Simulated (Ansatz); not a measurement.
System (SMILES): ClBr (Cl-Br).
Geometry (B3LYP-D3(BJ)/def2-TZVP, fixed):
```
Cl
Br 1 2.1653
```

Basis-set convergence of the dipole moment at PBE with Ansatz (a quantum-chemistry and plane-wave program). Dipoles come from the density behind the forces; the sign is taken along the dipole that this method gives in the largest set. All functions are spherical. The program fits the integrals of some runs and decomposes those of others, by size. No added dispersion term, no relativity. Reference: the value in aug-pcseg-3, 0.464 D, itself unsure by roughly 0.001 D (its mean distance from aug-cc-pV(Q+d)Z, def2-QZVPPD). Deviations are taken from unrounded values.

```json
[
 {"basis": "pcseg-1", "functions": "45", "dipole moment (D)": "0.542"},
 {"basis": "aug-pcseg-1", "functions": "63", "dipole moment (D)": "0.440"},
 {"basis": "cc-pV(D+d)Z", "functions": "50", "dipole moment (D)": "0.552"},
 {"basis": "aug-cc-pV(D+d)Z", "functions": "68", "dipole moment (D)": "0.463"},
 {"basis": "def2-SVP", "functions": "50", "dipole moment (D)": "0.500"},
 {"basis": "def2-SVPD", "functions": "68", "dipole moment (D)": "0.499"},
 {"basis": "pcseg-2", "functions": "77", "dipole moment (D)": "0.480"},
 {"basis": "aug-pcseg-2", "functions": "109", "dipole moment (D)": "0.460"},
 {"basis": "cc-pV(T+d)Z", "functions": "82", "dipole moment (D)": "0.476"},
 {"basis": "aug-cc-pV(T+d)Z", "functions": "114", "dipole moment (D)": "0.468"},
 {"basis": "def2-TZVP", "functions": "85", "dipole moment (D)": "0.455"},
 {"basis": "def2-TZVPD", "functions": "103", "dipole moment (D)": "0.462"},
 {"basis": "def2-TZVPP", "functions": "90", "dipole moment (D)": "0.455"},
 {"basis": "def2-TZVPPD", "functions": "108", "dipole moment (D)": "0.462"},
 {"basis": "cc-pV(Q+d)Z", "functions": "132", "dipole moment (D)": "0.459"},
 {"basis": "aug-cc-pV(Q+d)Z", "functions": "182", "dipole moment (D)": "0.466"},
 {"basis": "pcseg-3", "functions": "132", "dipole moment (D)": "0.457"},
 {"basis": "aug-pcseg-3", "functions": "182", "dipole moment (D)": "0.464"},
 {"basis": "def2-QZVPP", "functions": "159", "dipole moment (D)": "0.482"},
 {"basis": "def2-QZVPPD", "functions": "177", "dipole moment (D)": "0.463"}
]
```

What the diffuse functions change, pair by pair:
- pcseg-1 to aug-pcseg-1: 18 more functions, deviation 0.079 to -0.024 D
- cc-pV(D+d)Z to aug-cc-pV(D+d)Z: 18 more functions, deviation 0.088 to -0.001 D
- def2-SVP to def2-SVPD: 18 more functions, deviation 0.036 to 0.035 D
- pcseg-2 to aug-pcseg-2: 32 more functions, deviation 0.016 to -0.004 D
- cc-pV(T+d)Z to aug-cc-pV(T+d)Z: 32 more functions, deviation 0.012 to 0.004 D
- def2-TZVP to def2-TZVPD: 18 more functions, deviation -0.009 to -0.001 D
- def2-TZVPP to def2-TZVPPD: 18 more functions, deviation -0.009 to -0.002 D
- cc-pV(Q+d)Z to aug-cc-pV(Q+d)Z: 50 more functions, deviation -0.005 to 0.002 D
- pcseg-3 to aug-pcseg-3: 50 more functions, deviation -0.007 to 0.000 D
- def2-QZVPP to def2-QZVPPD: 18 more functions, deviation 0.018 to 0.000 D

Leaving out the reference's own pair, they bring the value nearer the reference by more than 0.001 D in 9 of 9 pairs.
